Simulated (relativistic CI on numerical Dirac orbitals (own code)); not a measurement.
Ru⁴⁺: 4d valence photoemission

Computed with this model: Dirac-Coulomb-Breit CI, KLI orbitals optimised for each configuration, a model potential for QED, valence Slater integrals scaled by 0.9, multiplet model of photoemission in the sudden approximation; configurations [Kr] 4d4 → [Kr] 4d3; 80 K; Lorentzian 0.3 eV and Gaussian 0.5 eV FWHM. Energies are those of the free ion, without screening or charge transfer. The energies are binding energies and can lie tens of eV above those of solids. S is read from ⟨S²⟩ = S(S + 1).

Field parameters in Wybourne normalisation: D3d B²₀ = −7Dσ, B⁴₀ = −14Dq − 21Dτ, B⁴₃ = −14√(10/7) Dq. The field is a parameter set, without covalency.

Peaks in eV (height, largest 100): 59.2 (69), 61.3 (100), 63.1 (16).

(1) Which surroundings give this spectrum?
A. D3d, 10Dq = 43200, Dσ = 1200, Dτ = 300 cm⁻¹
B. D3d, 10Dq = 43200, Dσ = -1200, Dτ = 300 cm⁻¹
C. D3d, 10Dq = 43200, Dσ = 240, Dτ = 300 cm⁻¹
D. D3d, 10Dq = 43200, Dσ = 720, Dτ = 300 cm⁻¹

Answers

(1) A. D3d, 10Dq = 43200, Dσ = 1200, Dτ = 300 cm⁻¹, where the ground state has S = 1.00.
